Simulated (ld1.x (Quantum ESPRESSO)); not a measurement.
**Plane-wave convergence, PAW potential for Ag**

* Element: silver
* Generator: ld1.x (Quantum ESPRESSO) 7.5
* Type: PAW
* Functional: PBE
* Relativity: scalar-relativistic
* Frozen core: [Ar] 3d10
* Valence charge: 19
* Reference configuration: 4s2 4p6 4d10 5s0 5p0 (charge +1)
* Partial waves: 4s (bound): rcut 1.20, rcutus 1.35 bohr; 5s (bound, empty): rcut 1.20, rcutus 1.35 bohr; 4p (bound): rcut 1.35, rcutus 1.40 bohr; 5p (bound, empty): rcut 1.35, rcutus 1.40 bohr; 4d (bound): rcut 1.30, rcutus 1.55 bohr; 4d channel at 1.6 Ry: rcut 1.30, rcutus 1.55 bohr
* Local potential: all-electron potential smoothed inside 1.40 bohr (lloc = -2)
* Core correction: Bessel-smoothed model core, default radius (core density twice the valence density)
* Augmentation charge: BESSEL, radius 0.85 bohr

The pseudo-atom Hamiltonian at the reference potential is diagonalised in spherical Bessel functions j_l(qr) that vanish at 20 bohr, with q² up to the cutoff. All-electron valence levels (Ry): 4s -7.5907, 5s -0.8295, 4p -4.9115, 5p -0.4627, 4d -1.1494.

How do the lowest levels (Ry) of each channel move with the cutoff, and are there ghosts?

```csv
cutoff (Ry),s #1,s #2,s #3,p #1,p #2,d #1,d #2,f #1,Σ f·Δε (mRy)
8,-6.7597,-0.7056,-0.1893,-3.1536,-0.3451,-0.3450,-0.1014,-0.0464,20254.0
12,-7.2723,-0.7674,-0.2006,-4.0323,-0.3926,-0.5827,-0.1219,-0.0464,11579.2
18,-7.5211,-0.8051,-0.2074,-4.6260,-0.4289,-0.9091,-0.1363,-0.0464,4256.3
25,-7.5774,-0.8187,-0.2099,-4.8416,-0.4466,-1.0624,-0.1414,-0.0464,1316.9
35,-7.5900,-0.8270,-0.2114,-4.9042,-0.4564,-1.1403,-0.1441,-0.0464,137.1
40,-7.5901,-0.8285,-0.2117,-4.9087,-0.4584,-1.1476,-0.1445,-0.0464,37.3
50,-7.5903,-0.8294,-0.2119,-4.9107,-0.4616,-1.1488,-0.1446,-0.0464,12.8
60,-7.5906,-0.8295,-0.2119,-4.9108,-0.4625,-1.1490,-0.1446,-0.0464,8.9
80,-7.5907,-0.8295,-0.2120,-4.9114,-0.4627,-1.1494,-0.1446,-0.0464,1.5
100,-7.5907,-0.8296,-0.2120,-4.9114,-0.4627,-1.1494,-0.1446,-0.0464,1.0
120,-7.5907,-0.8296,-0.2120,-4.9115,-0.4627,-1.1495,-0.1446,-0.0464,0.3
400,-7.5907,-0.8296,-0.2120,-4.9115,-0.4627,-1.1495,-0.1446,-0.0464,0.0
```

Result: no extra level below or beside the all-electron valence levels (s, p, d, f tested); 10 mRy is reached at 60 Ry and 1 mRy at 100 Ry.

Test run stopped at test 2 of 7 (negative rho).
